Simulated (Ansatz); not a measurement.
C$_{2}$H$_{9}$GeN (`C[NH][GeH2][CH3]`). Charge 0, multiplicity 1.

```xyz
13

C     0.8469   -1.6477   -0.3822
N     0.5615   -0.4472   -1.1411
Ge    0.2323    1.1180   -0.2287
C    -1.2498    0.9919    1.0452
H     1.2136   -2.4391   -1.0429
H     1.6447   -1.4429    0.3381
H    -0.0063   -2.0540    0.1820
H    -0.0957   -0.6208   -1.8879
H    -0.0668    2.1845   -1.2986
H     1.5298    1.4518    0.5343
H    -1.0545    0.2086    1.7795
H    -2.1810    0.7594    0.5260
H    -1.3746    1.9376    1.5762
```

Task: What are the harmonic wavenumbers in cm⁻¹ at PBE0-D4/def2-TZVP (Ansatz, finite differences of forces, unscaled)? (Estimate.)

Result: Ansatz gave: 72, 126, 142, 201, 248, 439, 517, 597, 626, 701, 726, 842, 854, 863, 1092, 1134, 1143, 1257, 1395, 1451, 1454, 1457, 1487, 1512, 2135, 2146, 2976, 3058, 3058, 3097, 3147, 3151, 3592.

Task: Is this a minimum?

Result: Yes, all 33 modes are real.

Task: Give the ideal-gas thermochemistry at 298.15 K and 1 bar (rigid rotor, harmonic oscillator; point group C1, symmetry number 1).

Result: Zero-point energy 279.3 kJ/mol; H(298) − E = 301.0 kJ/mol; entropy 350.7 J/(mol·K), of which translation 168.5, rotation 109.2, vibration 73.0; G(298) − E = 196.4 kJ/mol. Modes under 100 cm⁻¹ are hindered rotations or soft bends, so the harmonic entropy is rough.

Task: Rotational constants (cm⁻¹)?

Result: 0.2587, 0.1031, 0.08256.
